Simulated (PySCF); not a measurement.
## [OsF2]+, sextet: computed properties

All numbers come from PySCF, UPBE0, basis Os def2-TZVP with ECP60, F def2-TZVP (scalar-relativistic core potentials, no spin–orbit coupling, density fitting).

The structure is a minimum.

```json
{"Point group": "D∞h", "Bond lengths": "Os–F 1.833 Å (×2)", "Bond angles": "F–Os–F 180.0°", "Heat capacity Cp at 298.15 K": "51.5 J/(mol K)", "Enthalpy at 298.15 K above 0 K": "13.04 kJ/mol", "Spin squared ⟨S²⟩": "8.756", "Rotational symmetry number": "2", "Dipole moment about the centre of mass": "0.00 D", "Rotational constants": "0.132 cm⁻¹", "Principal quadrupole moments (Buckingham, traceless) about the centre of mass": "-8.21, 4.10, 4.10 D Å", "Principal polarisabilities": "18.4, 18.4, 40.7 bohr³", "Lowest empty level (β)": "-12.44 eV", "Zero-point energy": "10.2 kJ/mol", "Entropy at 298.15 K and 1 bar (electronic part: spin only)": "286.7 J/(mol K)", "Highest occupied level (α)": "-16.35 eV"}
```

Harmonic modes (masses in u: Os 191.961, F 18.998):
| symmetry | ω (cm⁻¹) | IR (km/mol, summed over degenerate members) | μ (u) |
| --- | --- | --- | --- |
| πu | 97 | 26.8 | 22.32 |
| σg+ | 748 | 0.0 | 19.00 |
| σu+ | 766 | 195 | 22.32 |

In D∞h the vibrations span πu + σg+ + σu+. The σg+ mode carries no infrared intensity, as symmetry demands. With a centre of inversion only u modes can be infrared active and only g modes Raman active.

Charges (e):
```tsv
atom	Mulliken	Löwdin	polar tensor	spin (Mulliken)	Mayer order to Os1
Os1	1.54	1.39	2.12	4.54	–
F2,3	-0.27	-0.19	-0.56	0.23	1.09
```

Mulliken populations on Os1 (electrons outside its core potential): s 2.68, p 6.22, d 5.48, f 0.07.

Formally Os is in oxidation state +3, d5, with 5 unpaired electrons (the high-spin count). The Mulliken spin on Os is 4.54. The polar-tensor charge on Os, 2.12, is below the formal one.

Other isomers or separated fragments may lie lower. Other spin states or occupations of the open shell can lie lower. With an element this heavy the missing spin–orbit coupling can shift these numbers.

The final relaxation and frequency run took 40 s on 2 threads of a shared Arm Neoverse N1 host, with 102 basis functions and 7 gradients; the process peaked at 0.94 GiB.
